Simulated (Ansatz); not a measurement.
`C[Si]1(Cl)CN1` + H₂ → `C[SiH]1CN1` + HCl at 298.15 K and 1 bar (hydrogenolysis of the Si–Cl bond).

Isolated molecules relaxed with PBE0-D4/def2-TZVP in Ansatz; ΔE leaves out vibrations. CCSD(T)/CBS adds triple-zeta CCSD(T) − MP2 to the extrapolated MP2 energy (def2 sets, frozen cores). This one scheme is used for every species.

```
        species  CCSD(T)/CBS energy (Eh)  H − E (kJ/mol)  S (J/(mol·K))
`C[Si]1(Cl)CN1`               -883.31338           234.1          340.6
             H₂                 -1.17544            35.1          130.4
   `C[SiH]1CN1`               -424.07460           247.6          307.5
            HCl               -460.38127            26.6          186.8
```

H − E and S are ideal-gas, rigid-rotor, harmonic terms from PBE0-D4/def2-TZVP, for one conformer and one mirror image of each species. The MP2-based limit puts H₂ 0.8 mEh under its directly extrapolated value; such offsets cancel only in part. 1 Eh = 2625.50 kJ/mol, R = 8.31446 J/(mol·K).

Question: By hand: ΔE, ΔH, ΔS and ΔG.

Answer: ΔE = (-424.07460) + (-460.38127) − (-883.31338) − (-1.17544) = 0.03295 Eh = 86.5 kJ/mol. Δ(H − E) = 247.6 + 26.6 − 234.1 − 35.1 = 5.0, so ΔH = 91.5 kJ/mol. ΔS = 307.5 + 186.8 − 340.6 − 130.4 = 23.3 J/(mol·K). ΔG = 91.5 − 298.15 × (23.3)/1000 = 84.6 kJ/mol.

Question: By hand: the equilibrium constant, and the temperature at which ΔG would vanish if ΔH and ΔS stayed fixed.

Answer: log₁₀ K = −ΔG/(RT ln 10) = -14.8. ΔG = 0 at ΔH/ΔS = 3927 K, far beyond where these terms or the molecules hold.

ΔH outweighs TΔS. A doubt of 5 kJ/mol in ΔE shifts log₁₀ K by 0.9 here. Other conformers and mirror images would add mixing entropy, several J/(mol·K) or more a flexible species. These are equilibria of isolated gas molecules and say nothing of rates. Largest T1 diagnostic: 0.011 (customary marks: 0.02 for closed shells, 0.045 for open ones).
